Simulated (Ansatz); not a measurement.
Input file for C₈H₁₆, SMILES `CC/C=C\C(C)(C)C`:

```yaml
crystal:
  periodic: [false, false, false]
  atoms:
    - {symbol: C, position_ang: [1.731040, -1.869783, -1.766215]}
    - {symbol: C, position_ang: [0.759075, -0.695444, -1.815615]}
    - {symbol: C, position_ang: [-0.538582, -1.018107, -1.148575]}
    - {symbol: C, position_ang: [-1.088911, -0.487966, -0.059034]}
    - {symbol: C, position_ang: [-0.582961, 0.623228, 0.841329]}
    - {symbol: C, position_ang: [-1.575480, 0.789645, 1.992492]}
    - {symbol: C, position_ang: [-0.505028, 1.949414, 0.079864]}
    - {symbol: C, position_ang: [0.783930, 0.276533, 1.437899]}
    - {symbol: H, position_ang: [2.650861, -1.645571, -2.311509]}
    - {symbol: H, position_ang: [1.995600, -2.110698, -0.733941]}
    - {symbol: H, position_ang: [1.287841, -2.765025, -2.210204]}
    - {symbol: H, position_ang: [0.558144, -0.445904, -2.864609]}
    - {symbol: H, position_ang: [1.225759, 0.186527, -1.376870]}
    - {symbol: H, position_ang: [-1.094446, -1.823149, -1.628189]}
    - {symbol: H, position_ang: [-2.048497, -0.906001, 0.239819]}
    - {symbol: H, position_ang: [-1.253154, 1.584186, 2.670525]}
    - {symbol: H, position_ang: [-1.662254, -0.134068, 2.571282]}
    - {symbol: H, position_ang: [-2.569906, 1.047840, 1.618060]}
    - {symbol: H, position_ang: [-0.190795, 2.754529, 0.751117]}
    - {symbol: H, position_ang: [0.204695, 1.904385, -0.747265]}
    - {symbol: H, position_ang: [-1.480658, 2.214753, -0.334412]}
    - {symbol: H, position_ang: [0.737552, -0.667555, 1.985987]}
    - {symbol: H, position_ang: [1.555443, 0.179907, 0.673184]}
    - {symbol: H, position_ang: [1.100721, 1.058333, 2.134871]}
basis:
  gaussian: {orbitals: def2-SVP}
correlation: {method: ccsd_t}
```

```sh
$ ansatz run in.yaml --threads 4 --pin off --events-out ev --progress --plain --max-ram 66560MiB --backend cuda --devices 0, --max-vram 37GiB
```

Output of Ansatz, abridged:

```
Functional definition: HF
1994 factors; integrals over basis functions are off by at most 1.4e-3 eV
mean field evaluation 1: about -8485.1455 eV, gradient 4.1e1 eV
mean field evaluation 2: about -8485.1557 eV, gradient 4.1e1 eV
mean field evaluation 4: about -8490.3673 eV, gradient 4.4e0 eV
mean field evaluation 8: about -8490.4317 eV, gradient 1.4e-4 eV
mean field -8490.43166799 eV, -312.0176087775 hartree, gradient 2.7e-6 eV, S^2 0.000000; 0 other end points of the search recorded, 0 dependent functions left out
8 core orbitals not correlated: weight in the atoms' cores, before any rotation towards them, 1.000 or more for the frozen orbitals, at most 0.000 for the correlated occupied ones
reference -8490.43166799 eV, -312.0176087775 hartree; 24, 24 occupied and 160, 160 virtual orbitals, 1994 factors
second order -31.12903932 eV of doubles, -0.00000000 eV of singles
cycle   1  -32.85996539 eV  change    -1.7e0 eV  update   1.1e-1
cycle   2  -33.72546209 eV  change   -8.7e-1 eV  update   3.4e-2
cycle   3  -33.85920442 eV  change   -1.3e-1 eV  update   1.3e-2
cycle   4  -33.86293389 eV  change   -3.7e-3 eV  update   3.7e-3
cycle   5  -33.86469469 eV  change   -1.8e-3 eV  update   1.2e-3
cycle   6  -33.86465503 eV  change    4.0e-5 eV  update   3.3e-4
cycle   7  -33.86459519 eV  change    6.0e-5 eV  update   8.8e-5
cycle   8  -33.86460492 eV  change   -9.7e-6 eV  update   2.7e-5
perturbative correction -1.11149411 eV, -0.0408466552 hartree
Total energy: -8525.40776703 eV, -313.3029567094 hartree
```

Run time 9.6 s (4 threads of an AMD EPYC 7R13 on a shared host and a share of an NVIDIA H100 80 GB); peak host memory 1.1 GiB.

The correlation energy is -34.976 eV, 3.2 % of it from (T); the T1 diagnostic reads 0.0080.
